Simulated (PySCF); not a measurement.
H$_{6}$BP$_{3}$, singlet, geometry from GFN2-xTB.

Here is a job for PySCF.
```python
from pyscf import gto, scf, ci

mol = gto.Mole()
mol.atom = '''
    B    -0.04315281   -0.01312361   -0.00850091
    P     1.24820691   -0.94051147   -1.02530328
    H     2.12685527   -1.28227728   -0.01239817
    H     1.98565892    0.13617170   -1.48543529
    P    -0.47106371   -0.63310885    1.71621743
    H    -0.43311278   -1.99393306    1.47347422
    H    -1.85087757   -0.53957274    1.69079568
    P    -0.69685382    1.63516335   -0.63934784
    H    -2.05214025    1.48229857   -0.40888612
    H    -0.76496037    1.33978540   -1.98854036
'''
mol.basis = 'cc-pvdz'
mol.verbose = 4
mol.max_memory = 1800
mol.build()

mf = scf.RHF(mol)
mf.kernel()

myci = ci.CISD(mf, frozen=16)
myci.kernel()
print('E(CISD) = %.10f' % myci.e_tot)
```

Question: What does this run give for the total energy, SCF-reference HOMO-LUMO gap, SCF-reference dipole moment, nuclear repulsion energy, SCF-reference Mulliken (on the basis functions themselves) charges in atom order, number of basis functions?

Answer: 
```
Property                                                                                                                                                                    Result
--------------------------------------------------------------------------------  ------------------------------------------------------------------------------------------------
total energy                                                                                                                                                         -1050.8184 Eh
SCF-reference HOMO-LUMO gap                                                                                                                                               11.49 eV
SCF-reference dipole moment                                                                                                                                                 0.75 D
nuclear repulsion energy                                                                                                                                               241.9882 Eh
SCF-reference Mulliken (on the basis functions themselves) charges in atom order  B1 -0.07, P2 0.04, H3 -0.01, H4 -0.01, P5 0.05, H6 -0.01, H7 -0.01, P8 0.05, H9 -0.01, H10 -0.01
number of basis functions                                                                                                                                                       98
```
